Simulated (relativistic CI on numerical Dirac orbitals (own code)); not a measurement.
# Hyperfine structure of Kr20+, mass number 83

Method of calculation: Dirac-Coulomb-Breit CI, orbitals from a KLI potential per configuration, QED by a radiative potential, unscaled Slater integrals (own radial code, finite nucleus).

Configuration list (outside the closed core [Ne]): 3s²3p⁴, 3s3p⁵, 3s²3p³3d, 3p⁶, 3s3p⁴3d, 3p⁵3d, 3s3p³3d², 3s²3p²3d4p, 3s²3p³4s, 3p⁵4s, 3p⁵4p, 3s3p³3d4s, 3s²3p³4p, 3s²3p²3d², 3s²3p3d³, 3s3p²3d³, 3s²3p3d²4s, 3s²3p3d²4p, 3p⁴3d², 3p³3d³, 3p³3d²4s, 3p³3d²4p. Double excitations out of closed p, d and f shells are left out; levels of such configurations are missing from the list, as are those of other unlisted configurations, and high levels can miss mixing partners.

Nuclear spin I = 9/2, μ = -0.97073 μN, Q = 0.259 b (tables of Stone and Pyykkö). The electronic factors are computed for point nuclear moments, without core polarisation or the Bohr-Weisskopf and QED corrections.

```json
{"Level": "3s²3p⁴ ³P2", "E (cm⁻¹)": "0", "A (MHz)": "-3296", "B (MHz)": "4130"}
{"Level": "3s²3p⁴ ³P1", "E (cm⁻¹)": "78174", "A (MHz)": "351.9", "B (MHz)": "-3710"}
{"Level": "3s²3p⁴ ¹D2", "E (cm⁻¹)": "116434", "A (MHz)": "-7287", "B (MHz)": "-11600"}
{"Level": "3s3p⁵ ³P°2", "E (cm⁻¹)": "547974", "A (MHz)": "-14810", "B (MHz)": "-6670"}
{"Level": "3s3p⁵ ³P°1", "E (cm⁻¹)": "588674", "A (MHz)": "-5290", "B (MHz)": "2460"}
{"Level": "3s²3p³3d ⁵D°2", "E (cm⁻¹)": "700607", "A (MHz)": "-1853", "B (MHz)": "-361"}
{"Level": "3s²3p³3d ⁵D°3", "E (cm⁻¹)": "702064", "A (MHz)": "-1447", "B (MHz)": "1220"}
{"Level": "3s²3p³3d ⁵D°4", "E (cm⁻¹)": "714643", "A (MHz)": "-836.3", "B (MHz)": "1390"}
```

Levels with J = 0, under 50 % of one LS term, or S terms without an open s electron are left out. Small factors come from cancelling terms and can be off by tens of per cent or more.

At this charge energies of transitions that change n are usually good to better than 1 %, and those within a shell (Δn = 0) to a few per cent.

Task: Give the hyperfine levels of 3s²3p⁴ ³P2 relative to its centre of gravity.

Result: With K = F(F + 1) − I(I + 1) − J(J + 1), E = AK/2 + B[¾K(K + 1) − I(I + 1)J(J + 1)]/[2I(2I − 1)J(2J − 1)]: F = 5/2: 38150, F = 7/2: 24810, F = 9/2: 8683, F = 11/2: -9445, F = 13/2: -28630 MHz.

LS names give the leading component of a level, which can be under half, so a name can repeat, a term be missing and a line seem to break the LS rules.
